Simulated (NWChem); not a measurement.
System: GeH₂Cl₂; SMILES [Cl][GeH2][Cl]

The following NWChem deck was run.

```
start job
memory heap 200 mb stack 900 mb global 1100 mb
geometry units angstroms noautoz
  Ge     0.000000     0.000000    -0.617938
  Cl    -1.761550     0.000000     0.646730
  Cl     1.761550     0.000000     0.646730
  H      0.000000     1.306876    -1.440594
  H      0.000000    -1.306876    -1.440594
end
basis spherical
  * library sto-3g
end
dft
  xc xtpss03 ctpss03
  iterations 150
  mulliken
end
task dft energy
```

Parts of the log:

```
             Northwest Computational Chemistry Package (NWChem) 7.3.0
             --------------------------------------------------------

 C2V symmetry detected

                             Geometry "geometry" -> ""
                             -------------------------

 Output coordinates in angstroms (scale by  1.889725989 to convert to a.u.)

  No.       Tag          Charge          X              Y              Z
 ---- ---------------- ---------- -------------- -------------- --------------
    1 Ge                  32.0000     0.00000000     0.00000000    -0.60813824
    2 Cl                  17.0000    -1.76155000     0.00000000     0.65652976
    3 Cl                  17.0000     1.76155000     0.00000000     0.65652976
    4 H                    1.0000     0.00000000     1.30687600    -1.43079424
    5 H                    1.0000     0.00000000    -1.30687600    -1.43079424

 Effective nuclear repulsion energy (a.u.)     342.9288597087

      Symmetry information
      --------------------

 Group name             C2v
 Group number             16
 Group order               4
 No. of unique centers     3

                                 NWChem DFT Module
                                 -----------------

 Summary of "ao basis" -> "ao basis" (spherical)
 ------------------------------------------------------------------------------
       Tag                 Description            Shells   Functions and Types
 ---------------- ------------------------------  ------  ---------------------
 Ge                          sto-3g                  8       18   4s3p1d
 Cl                          sto-3g                  5        9   3s2p
 H                           sto-3g                  1        1   1s

      Symmetry analysis of basis
      --------------------------

        a1         17
        a2          3
        b1         11
        b2          7

            General Information
            -------------------
          SCF calculation type: DFT
          Wavefunction type:  closed shell.
          No. of atoms     :     5
          No. of electrons :    68
           Alpha electrons :    34
            Beta electrons :    34
          Charge           :     0
          Spin multiplicity:     1
          Use of symmetry is: on ; symmetry adaption is: on
          Maximum number of iterations: 150
          AO basis - number of functions:    38
                     number of shells:    20
          Convergence on energy requested:  1.00D-06
          Convergence on density requested:  1.00D-05
          Convergence on gradient requested:  5.00D-04

              XC Information
              --------------
                  TPSS metaGGA Exchange Functional  1.000
             TPSS03 metaGGA Correlation Functional  1.000

             Grid Information
             ----------------
          Grid used for XC integration:  medium
          Radial quadrature: Mura-Knowles
          Angular quadrature: Lebedev.
          Tag              B.-S. Rad. Rad. Pts. Rad. Cut. Ang. Pts.
          ---              ---------- --------- --------- ---------
          Ge                  1.25      112           7.0       590
          Cl                  1.00       88           9.0       590
          H                   0.35       45           8.0       434
          Grid pruning is: on
          Number of quadrature shells:   245
          Spatial weights used:  Erf1

      Superposition of Atomic Density Guess
      -------------------------------------

 Sum of atomic energies:       -2961.65777025

      Non-variational initial energy
      ------------------------------

 Total energy =   -2961.609548
 1-e energy   =   -4831.856505
 2-e energy   =    1527.318098
 HOMO         =      -0.256306
 LUMO         =       0.248150

      Symmetry analysis of molecular orbitals - initial
      -------------------------------------------------

  Numbering of irreducible representations:

     1 a1          2 a2          3 b1          4 b2

  Orbital symmetries:

     1 a1          2 a1          3 b1          4 a1          5 b2
     6 a1          7 b1          8 a1          9 b1         10 a1
    11 b1         12 b2         13 b1         14 a1         15 a2
    16 a1         17 b2         18 a1         19 b1         20 a1
    21 b1         22 a1         23 b1         24 a1         25 b2
    26 a1         27 a2         28 b1         29 a1         30 b2
    31 a2         32 b1         33 a1         34 b2         35 a1
    36 b1         37 a1         38 b2

     ---------------------------------------------
      Total Density - Mulliken Population Analysis
     ---------------------------------------------

    Atom       Charge   Shell Charges
 -----------   ------   -------------------------------------------------------
    1 Ge  32    30.60   2.00  2.00  6.00  2.00  5.93  1.18  1.53  9.97
    2 Cl  17    17.59   2.00  2.00  5.99  1.97  5.63
    3 Cl  17    17.59   2.00  2.00  5.99  1.97  5.63
    4 H    1     1.11   1.11
    5 H    1     1.11   1.11

   convergence    iter        energy       DeltaE   RMS-Dens  Diis-err
 ---------------- ----- ----------------- --------- --------- ---------
 d= 0,ls=0.0,diis     1  -2964.6195398348 -3.31D+03  5.40D-02  3.45D-01
 d= 0,ls=0.0,diis     2  -2964.6620713053 -4.25D-02  2.61D-02  2.39D-01
 d= 0,ls=0.0,diis     3  -2964.7228418055 -6.08D-02  7.07D-03  2.19D-02
 d= 0,ls=0.0,diis     4  -2964.7273811240 -4.54D-03  1.14D-03  6.51D-04
 d= 0,ls=0.0,diis     5  -2964.7275206338 -1.40D-04  1.91D-04  1.41D-05
  Resetting Diis
 d= 0,ls=0.0,diis     6  -2964.7275249117 -4.28D-06  5.38D-06  1.30D-08
 d= 0,ls=0.0,diis     7  -2964.7275249150 -3.28D-09  2.91D-07  1.50D-11

         Total DFT energy =    -2964.727524914967
      One electron energy =    -4821.613866052950
           Coulomb energy =     1650.892683342280
    Exchange-Corr. energy =     -136.935201913008
 Nuclear repulsion energy =      342.928859708710

 Numeric. integr. density =       67.999968838281

                  Occupations of the irreducible representations
                  ----------------------------------------------

                     irrep           alpha         beta
                     --------     --------     --------
                     a1               15.0         15.0
                     a2                3.0          3.0
                     b1               10.0         10.0
                     b2                6.0          6.0

                       DFT Final Molecular Orbital Analysis
                       ------------------------------------

 Vector   32  Occ=2.000000D+00  E=-1.698493D-01  Symmetry=a2
              MO Center=  3.6D-15, -2.2D-16, -5.1D-01, r^2= 5.4D-01
   Bfn.  Coefficient  Atom+Function         Bfn.  Coefficient  Atom+Function
  ----- ------------  ---------------      ----- ------------  ---------------
    14      0.961638  1 Ge d -2              26      0.201937  2 Cl py
    35     -0.201937  3 Cl py                22     -0.055900  2 Cl py
    31      0.055900  3 Cl py

 Vector   33  Occ=2.000000D+00  E=-1.647406D-01  Symmetry=a1
              MO Center= -7.3D-16, -3.4D-16, -4.1D-01, r^2= 1.1D+00
   Bfn.  Coefficient  Atom+Function         Bfn.  Coefficient  Atom+Function
  ----- ------------  ---------------      ----- ------------  ---------------
    18      0.823383  1 Ge d  2              16     -0.326589  1 Ge d  0
    27      0.297953  2 Cl pz                36      0.297953  3 Cl pz
    13     -0.203962  1 Ge pz                23     -0.082805  2 Cl pz
    32     -0.082805  3 Cl pz                25      0.079745  2 Cl px
    34     -0.079745  3 Cl px                10      0.072619  1 Ge s

 Vector   34  Occ=2.000000D+00  E=-1.582109D-01  Symmetry=b2
              MO Center= -7.2D-15,  5.3D-16, -3.9D-01, r^2= 1.3D+00
   Bfn.  Coefficient  Atom+Function         Bfn.  Coefficient  Atom+Function
  ----- ------------  ---------------      ----- ------------  ---------------
    15      0.854109  1 Ge d -1              26     -0.331142  2 Cl py
    35     -0.331142  3 Cl py                12      0.244682  1 Ge py
    22      0.090490  2 Cl py                31      0.090490  3 Cl py
    37      0.083545  4 H  s                 38     -0.083545  5 H  s
     8     -0.080702  1 Ge py                 4      0.025084  1 Ge py

 Vector   35  Occ=0.000000D+00  E= 5.034001D-02  Symmetry=a1
              MO Center= -6.8D-17,  2.9D-16,  1.5D-01, r^2= 2.7D+00
   Bfn.  Coefficient  Atom+Function         Bfn.  Coefficient  Atom+Function
  ----- ------------  ---------------      ----- ------------  ---------------
    10      0.914336  1 Ge s                 13      0.661594  1 Ge pz
    25     -0.592653  2 Cl px                34      0.592653  3 Cl px
    24     -0.300840  2 Cl s                 33     -0.300840  3 Cl s
    37     -0.270948  4 H  s                 38     -0.270948  5 H  s
    27      0.263257  2 Cl pz                36      0.263257  3 Cl pz

 Vector   36  Occ=0.000000D+00  E= 9.422146D-02  Symmetry=b1
              MO Center=  4.6D-16, -8.0D-17, -3.9D-01, r^2= 2.6D+00
   Bfn.  Coefficient  Atom+Function         Bfn.  Coefficient  Atom+Function
  ----- ------------  ---------------      ----- ------------  ---------------
    11      1.101608  1 Ge px                27     -0.430394  2 Cl pz
    36      0.430394  3 Cl pz                25      0.351739  2 Cl px
    34      0.351739  3 Cl px                 7     -0.287025  1 Ge px
    24      0.282418  2 Cl s                 33     -0.282418  3 Cl s
    17     -0.164252  1 Ge d  1              23      0.104848  2 Cl pz

 Vector   37  Occ=0.000000D+00  E= 1.961331D-01  Symmetry=a1
              MO Center= -5.1D-17,  5.5D-15, -1.3D+00, r^2= 2.0D+00
   Bfn.  Coefficient  Atom+Function         Bfn.  Coefficient  Atom+Function
  ----- ------------  ---------------      ----- ------------  ---------------
    13      0.880436  1 Ge pz                37      0.779771  4 H  s
    38      0.779771  5 H  s                 10     -0.743003  1 Ge s
     9     -0.210959  1 Ge pz                18      0.164159  1 Ge d  2
    25     -0.099702  2 Cl px                34      0.099702  3 Cl px
    27     -0.081249  2 Cl pz                36     -0.081249  3 Cl pz

     ---------------------------------------------
      Total Density - Mulliken Population Analysis
     ---------------------------------------------

    Atom       Charge   Shell Charges
 -----------   ------   -------------------------------------------------------
    1 Ge  32    31.35   2.00  2.00  6.00  2.00  5.92  1.29  2.30  9.84
    2 Cl  17    17.28   2.00  2.00  5.99  1.99  5.30
    3 Cl  17    17.28   2.00  2.00  5.99  1.99  5.30
    4 H    1     1.05   1.05
    5 H    1     1.05   1.05

     -------------------------------------------
      Total Density - Lowdin Population Analysis
     -------------------------------------------

    Atom       Charge   Shell Charges
 -----------   ------   -------------------------------------------------------
    1 Ge  32    31.40   2.00  2.00  5.99  1.99  5.89  1.21  2.47  9.85
    2 Cl  17    17.23   2.00  2.00  5.98  1.94  5.31
    3 Cl  17    17.23   2.00  2.00  5.98  1.94  5.31
    4 H    1     1.07   1.07
    5 H    1     1.07   1.07

     Multipole analysis of the density
     ---------------------------------

     L   x y z        total         alpha         beta         nuclear
     -   - - -        -----         -----         ----         -------
     0   0 0 0     -0.000000    -34.000000    -34.000000     68.000000

     1   1 0 0      0.000000      0.000000      0.000000      0.000000
     1   0 1 0      0.000000      0.000000      0.000000      0.000000
     1   0 0 1     -1.076246     -0.538123     -0.538123      0.000000

     2   2 0 0    -35.117374   -205.939446   -205.939446    376.761518
     2   1 1 0     -0.000000     -0.000000     -0.000000      0.000000
     2   1 0 1     -0.000000     -0.000000     -0.000000      0.000000
     2   0 2 0    -29.658174    -20.928197    -20.928197     12.198219
     2   0 1 1     -0.000000     -0.000000     -0.000000      0.000000
     2   0 0 2    -29.937412    -69.577488    -69.577488    109.217564
```

Level: TPSS/STO-3G. Coordinates come from a PBE-D3(BJ)/def2-SVP optimisation.
